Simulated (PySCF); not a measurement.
**Fine-structure interval along the 9-electron series**

Calculated with PySCF 2.14 and a two-component X2C-1e Hamiltonian (Gaussian nucleus, no Breit or QED terms), each ion in its own even-tempered basis scaled to its charge; GMP2 freezes nothing and drops the highest virtual spinors. Values in cm⁻¹.

```tsv
ion	configuration	GHF (screened spin-orbit)	GMP2 (screened spin-orbit)	GHF (bare spin-orbit)
Re⁶⁶⁺	[He] 2s2 2p5	12049000	12050000	12420000
Os⁶⁷⁺	[He] 2s2 2p5	12810000	12811000	13200000
Ir⁶⁸⁺	[He] 2s2 2p5	13610000	13612000	14022000
```

Between Z = 75 and Z = 77 the GHF (bare spin-orbit) value grows as Z to the power 4.61.
